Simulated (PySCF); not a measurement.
## First hyperpolarisability: `C1C(C(C#C)=C)=C1C=C`, C$_{9}$H$_{8}$

Molfile (atoms numbered from 1):
```
C9H8
     RDKit          3D

 17 17  0  0  0  0  0  0  0  0999 V2000
   -2.7003    1.9222    0.1848 C   0  0  0  0  0  0  0  0  0  0  0  0
   -2.2294    0.8186    0.1758 C   0  0  0  0  0  0  0  0  0  0  0  0
   -1.6572   -0.4837    0.1663 C   0  0  0  0  0  0  0  0  0  0  0  0
   -2.4212   -1.5895    0.1477 C   0  0  0  0  0  0  0  0  0  0  0  0
   -0.2360   -0.5423    0.1793 C   0  0  0  0  0  0  0  0  0  0  0  0
    0.9542    0.0306    0.1973 C   0  0  0  0  0  0  0  0  0  0  0  0
    1.7843    1.1741    0.2156 C   0  0  0  0  0  0  0  0  0  0  0  0
    3.1178    1.1074    0.2268 C   0  0  0  0  0  0  0  0  0  0  0  0
    0.9412   -1.4713    0.1810 C   0  0  0  0  0  0  0  0  0  0  0  0
   -3.1218    2.8830    0.1914 H   0  0  0  0  0  0  0  0  0  0  0  0
   -1.9731   -2.5682    0.1428 H   0  0  0  0  0  0  0  0  0  0  0  0
   -3.4954   -1.5313    0.1365 H   0  0  0  0  0  0  0  0  0  0  0  0
    1.2740    2.1301    0.2195 H   0  0  0  0  0  0  0  0  0  0  0  0
    3.7306    1.9918    0.2415 H   0  0  0  0  0  0  0  0  0  0  0  0
    3.6298    0.1594    0.2215 H   0  0  0  0  0  0  0  0  0  0  0  0
    1.1873   -2.0199    1.0847 H   0  0  0  0  0  0  0  0  0  0  0  0
    1.2084   -1.9987   -0.7293 H   0  0  0  0  0  0  0  0  0  0  0  0
  1  2  3  0
  2  3  1  0
  3  4  2  0
  3  5  1  0
  5  6  2  0
  6  7  1  0
  7  8  2  0
  6  9  1  0
  9  5  1  0
  1 10  1  0
  4 11  1  0
  4 12  1  0
  7 13  1  0
  8 14  1  0
  8 15  1  0
  9 16  1  0
  9 17  1  0
M  END
```

Method used: PySCF 2.14.0, quadratic response CAM-B3LYP/def2-SVPD first hyperpolarisability, Taylor convention, gas phase. Geometry: GFN2-xTB.

(1) What is the first hyperpolarisability, and how does it disperse?

(2) Which lowest excitations, dipole and polarisabilities go with it?

Answers

(1) In au, Taylor convention; the vector part is βᵢ = ⅓ Σⱼ (βᵢⱼⱼ + βⱼᵢⱼ + βⱼⱼᵢ); β∥ is 3/5 of the vector part along the dipole, the dipole points from − to +:
| process | λ (nm) | β vector norm | β∥ | β HRS | depolarisation ratio |
| --- | --- | --- | --- | --- | --- |
| static β(0;0,0) | ∞ | 301.4 | 121.7 | 151.6 | 3.13 |
| second harmonic β(−2ω;ω,ω) | 1550 | 385.0 | 156.1 | 189.3 | 3.28 |
| Pockels β(−ω;ω,0) | 1550 | 325.9 | 131.8 | – | – |
| second harmonic β(−2ω;ω,ω) | 1064 | 528.8 | 215.3 | 254.0 | 3.42 |
| Pockels β(−ω;ω,0) | 1064 | 357.2 | 144.7 | – | – |
| second harmonic β(−2ω;ω,ω) | 694.3 | 1757.1 | 722.3 | 805.1 | 3.49 |
| Pockels β(−ω;ω,0) | 694.3 | 460.6 | 187.2 | – | – |

(2) S1 4.30 eV (f = 0.687); S2 5.20 eV (f = 0.001); S3 5.45 eV (f = 0.088); dipole 0.22 D; isotropic α 120.1 au static, 121.5 au at 1550 nm, 123.2 au at 1064 nm, 126.3 au at 775 nm, 128.1 au at 694.3 nm, 135.5 au at 532 nm, 192.1 au at 347.1 nm.
